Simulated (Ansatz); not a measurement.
Mulliken charges of C2H4AlFSi (`[F][Al]1[CH]=[C]1[SiH3]`) from r2SCAN/def2-TZVPP in Ansatz (PBE0-D4/def2-TZVP geometry).

| atom | x (Å) | y (Å) | z (Å) | charge (e) |
| --- | --- | --- | --- | --- |
| F1 | 2.604 | -2.616 | -0.653 | -0.301 |
| Al2 | 1.746 | -1.261 | -0.326 | 0.668 |
| C3 | 1.436 | 0.496 | 0.084 | -0.233 |
| C4 | 0.250 | -0.207 | -0.053 | -0.280 |
| Si5 | -1.500 | 0.382 | 0.118 | 0.321 |
| H6 | 1.523 | 1.556 | 0.325 | 0.060 |
| H7 | -2.190 | -0.388 | 1.188 | -0.075 |
| H8 | -2.234 | 0.161 | -1.158 | -0.075 |
| H9 | -1.547 | 1.832 | 0.458 | -0.084 |

Question: By hand: the dipole of these point charges (1 e Å = 4.8032 D).

Answer: Σ q r = (0.050, -0.033, -0.009) e Å, of length 0.061 e Å = 0.29 D.

Question: How does the dipole of the full density compare? (Estimate.)

Answer: Ansatz gave: (0.087, 0.023, 0.003) e Å, 0.43 D; the point charges give 0.67 times that, at 49° from its direction.

Point charges leave out the atoms' own dipoles, such as those of lone pairs, and Mulliken's split depends on the basis, so the two needn't agree.
